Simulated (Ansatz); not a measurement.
Stepwise reaction of `[SH][Ga]([SH])[SH]` with hydrogen, as a gas-phase model of exchange steps in deposition or etching. ΔE in kJ/mol; ΔG adds harmonic PBE0-D4 terms to CCSD(T)/CBS, at 1 bar.

Gas-phase electronic energies from Ansatz, PBE0-D4/def2-TZVP geometries. CCSD(T)/CBS adds triple-zeta CCSD(T) − MP2 to the extrapolated MP2 energy (def2 sets, frozen cores). This one scheme is used for every species. DFT in def2-TZVPP. B3LYP here is the variant with VWN-RPA as its local correlation; programs differ in this. For Ga outer-core shells are correlated without core-valence functions, which leaves a few kJ/mol of doubt a bond. Scalar relativity is left out up to krypton. One conformer a species, not always the lowest.

```csv
step,reaction,PBE-D4,B3LYP-D4,ωB97M-V,CCSD(T)/CBS,ΔG(400 K)
1,`[SH][Ga]([SH])[SH]` + H₂ → `[SH][GaH][SH]` + H₂S,69.4,67.3,63.5,69.2,65.0
2,`[SH][GaH][SH]` + H₂ → `[SH][GaH2]` + H₂S,77.5,74.1,71.1,76.9,65.7
3,`[SH][GaH2]` + H₂ → `[GaH3]` + H₂S,92.2,86.7,83.6,90.7,85.9
```

(1) By hand: ΔE of the 3 steps together at CCSD(T)/CBS.

Results:

(1) (69.2) + (76.9) + (90.7) = 236.8 kJ/mol, or 78.9 kJ/mol a step.

In ΔE each step is higher than the one before. All are uphill at CCSD(T)/CBS. ΔG lies between 65.0 and 85.9 kJ/mol a step. PBE-D4 differs from CCSD(T)/CBS by 0.2 to 1.5 kJ/mol a step. Isolated molecules leave out the surface, adducts and barriers. Largest T1 diagnostic: 0.013.
